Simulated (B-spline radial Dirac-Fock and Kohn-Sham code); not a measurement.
**Two-hole binding energies of S²⁺**

System: sulfur as S²⁺ in the configuration 1s2 2s2 2p6 3s2 3p2.

Model: Dirac-Fock energy differences between relaxed states, corrected for Breit and QED terms. Program: an atomic code on a B-spline grid. U is the two-hole binding energy less the two single-hole energies, the effective repulsion of the holes after relaxation. Each two-hole energy is an average over J within one jj subconfiguration.

| holes | E(a) (eV) | E(b) (eV) | E(ab) (eV) | U (eV) |
| --- | --- | --- | --- | --- |
| 1s⁻² | 2510.0 | 2510.0 | ? | ? |
| 1s⁻¹ 2p1/2⁻¹ | 2510.0 | 201.3 | 2768.6 | 57.3 |
| 1s⁻¹ 2p3/2⁻¹ | 2510.0 | 200.1 | 2767.1 | 56.9 |
| 2s⁻² | 266.2 | 266.2 | 573.9 | 41.5 |
| 2s⁻¹ 2p1/2⁻¹ | 266.2 | 201.3 | 504.8 | 37.3 |
| 2s⁻¹ 2p3/2⁻¹ | 266.2 | 200.1 | 503.6 | 37.3 |
| 2p1/2⁻² | 201.3 | 201.3 | 448.2 | 45.6 |
| 2p1/2⁻¹ 2p3/2⁻¹ | 201.3 | 200.1 | 443.8 | 42.4 |
| 2p3/2⁻² | 200.1 | 200.1 | 443.4 | 43.2 |
| 2p1/2⁻¹ 3s⁻¹ | 201.3 | 44.73 | 264.1 | 18.1 |
| 2p3/2⁻¹ 3s⁻¹ | 200.1 | 44.73 | 263.0 | 18.1 |

Task: Give the missing two-hole energy and U.

Result: E(ab) = 5239.0 eV and U = 219.0 eV.

Values without a named source are computed, but for edge energies of neutral atoms, which are taken from tables.
